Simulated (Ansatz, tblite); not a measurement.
Forces on the cluster Ba5Se5⁺ at its PBE-D4/def2-SVP geometry. The state is a doublet with charge 1.

In the def2 sets Ba takes a core potential; there is no spin–orbit coupling. The xTB rows come from tblite. The structure comes from a short search, and lower isomers may exist.

GFN1-xTB (tblite), largest force 0.65 eV/Å:

```xyz
10
positions Å, forces eV/Å
Ba    2.631    1.708   -1.953   -0.393   -0.327    0.358
Ba    1.011   -1.222    0.986   -0.205    0.420   -0.359
Ba   -1.002   -1.246   -2.776    0.332    0.089    0.547
Ba   -0.382    2.768    1.566    0.229   -0.578   -0.175
Ba   -3.365   -1.476    1.844    0.431    0.026   -0.086
Se   -1.174    0.181    2.914   -0.008    0.017   -0.464
Se    1.960   -1.235   -2.119   -0.221    0.180    0.206
Se    2.414    1.704    1.061   -0.272   -0.157   -0.157
Se   -0.475    1.511   -1.329    0.046   -0.131    0.114
Se   -1.618   -2.692   -0.194    0.060    0.460    0.015
```

GFN2-xTB (tblite), largest force 0.44 eV/Å:

```
Ba -0.030 -0.021 0.023
Ba -0.092 0.324 -0.286
Ba 0.093 -0.035 0.026
Ba 0.092 -0.042 0.019
Ba 0.130 0.084 -0.096
Se -0.062 -0.041 0.162
Se 0.128 -0.199 -0.002
Se 0.153 -0.033 0.177
Se -0.330 0.118 -0.062
Se -0.080 -0.155 0.039
```

PBE-D4/def2-SVP (Ansatz), largest force 0.02 eV/Å:

```
Ba -0.014 0.007 -0.005
Ba -0.010 -0.003 0.005
Ba -0.005 -0.001 0.009
Ba -0.006 -0.008 0.001
Ba 0.008 0.006 -0.007
Se 0.000 0.007 0.003
Se 0.010 -0.005 -0.004
Se 0.012 0.002 0.004
Se 0.007 -0.002 0.001
Se -0.002 -0.003 -0.007
```
